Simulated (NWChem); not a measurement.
Molecule: C3H5Cl; SMILES C/C=C\Cl

Computed with NWChem. Coordinates come from a PBE-D3(BJ)/def2-SVP optimisation. Level: PBE/def2-SVP with SMD (1 M gas to 1 M solution), gas-phase geometry.

```csv
solvent,dielectric constant,solvation free energy (kcal/mol),cavity-dispersion-structure term (kcal/mol),dipole in solution (D)
water,78.4,0.6,3.0,1.92
ethanol,24.9,-2.9,-0.6,1.90
dichloromethane,8.93,-3.8,-1.7,1.85
"1,4-dioxane",2.21,-1.7,-0.4,1.65
benzene,2.27,-3.2,-2.0,1.65
```
